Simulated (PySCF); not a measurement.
Compound: C6H9NSSi.
Z-matrix (Å and degrees, PBE0-D3(BJ)/def2-SVP geometry), rows numbered from 1:
```
C 
C   1  1.4878
S   2  1.6278  1  125.01
Si  2  1.8940  1  121.28  3  -179.80
N   4  1.7754  2  111.06  1    -0.78
C   5  1.3804  4  125.31  2   -83.17
C   6  1.3752  5  108.95  4   167.75
C   7  1.4240  6  107.10  5    -0.38
C   8  1.3753  7  107.09  6     0.09
H   1  1.1043  2  110.11  3  -125.51
H   1  1.0989  2  111.94  3    -2.52
H   1  1.1048  2  109.60  3   119.55
H   4  1.4863  2  109.40  1  -118.57
H   4  1.4865  2  109.38  1   117.29
H   6  1.0890  5  120.79  4   -13.08
H   7  1.0885  6  125.92  5   178.71
H   8  1.0885  7  126.97  6   179.05
H   9  1.0891  5  120.81  4    13.24
```

All values: PBE0/def2-SVPD (PySCF, non-relativistic), on one gas-phase PBE0-D3(BJ)/def2-SVP geometry that isn't relaxed in the solvent. The solvent is an IEF-PCM continuum (Bondi radii, 1.10 Å for H, scaled by 1.2), and excitations are vertical TDDFT with non-equilibrium linear response and a frozen core. The model holds no explicit solvent molecules, cavitation or dispersion.

Gas-phase singlets (H = HOMO, L = LUMO):

```csv
state,E (eV),λ (nm),f,leading configurations
S1,2.155,575,0.000,H-1→L 97%
S2,2.918,425,0.002,H→L 100%
S3,3.802,326,0.000,H-2→L 96%
S4,5.309,234,0.086,"H-3→L 72%, H-1→L+1 20%"
S5,5.502,225,0.000,H-4→L 96%
```

**Question.** How does the list change in benzene (ε = 2.271)?

**Answer.** 
| state | E (eV) | λ (nm) | f | leading configurations | change by rank (eV) |
| --- | --- | --- | --- | --- | --- |
| S1 | 2.190 | 566 | 0.000 | H-1→L 97% | +0.035 |
| S2 | 2.929 | 423 | 0.003 | H→L 100% | +0.011 |
| S3 | 3.825 | 324 | 0.000 | H-2→L 96% | +0.023 |
| S4 | 5.237 | 237 | 0.181 | H-3→L 84% | -0.072 |
| S5 | 5.466 | 227 | 0.000 | H-4→L 96% | -0.036 |

**Question.** The ground-state energy changes by -0.092 eV from gas to benzene. By how much does the total energy of gas-phase S1 change?

**Answer.** E(S1) = E(S0) + excitation energy, so it changes by -0.092 + 0.035 = -0.057 eV: it is lowered less than the ground state, which is what a blue shift means. This is the vertical state, with the slow part of the continuum still set for S0.

**Question.** How do the frontier levels move from gas to benzene?

**Answer.** 
```
orbital  gas (eV)  solvent (eV)  change (eV)                   Löwdin shares, gas              Löwdin shares, solvent
 LUMO+2      0.29          0.36        +0.07   C9 17 %, C6 16 %, N5 14 %, C8 10 %  Si4 16 %, C9 10 %, C6 10 %, N5 8 %
 LUMO+1      0.20          0.31        +0.11  Si4 30 %, S3 10 %, H14 9 %, H13 8 %  Si4 22 %, C9 11 %, C6 11 %, N5 8 %
   LUMO     -2.73         -2.69        +0.04    S3 41 %, C2 39 %, C1 6 %, Si4 6 %   S3 40 %, C2 40 %, C1 6 %, Si4 6 %
   HOMO     -6.45         -6.42        +0.03   C9 27 %, C6 27 %, C7 14 %, C8 14 %  C9 27 %, C6 27 %, C7 15 %, C8 14 %
 HOMO-1     -6.59         -6.59         0.00    S3 62 %, C2 15 %, Si4 6 %, N5 4 %   S3 62 %, C2 15 %, Si4 6 %, N5 4 %
 HOMO-2     -7.44         -7.42        +0.02    N5 24 %, C8 23 %, C7 23 %, S3 8 %   N5 24 %, C8 22 %, C7 22 %, S3 9 %
 HOMO-3     -8.67         -8.62        +0.05    S3 46 %, C2 28 %, C1 7 %, Si4 6 %   S3 47 %, C2 27 %, C1 7 %, Si4 6 %
```

The HOMO–LUMO gap goes from 3.72 to 3.73 eV. Rows go by rank; for LUMO+1 and LUMO+2 the atom shares or the degeneracy differ between the runs, so the row needn't follow one orbital.
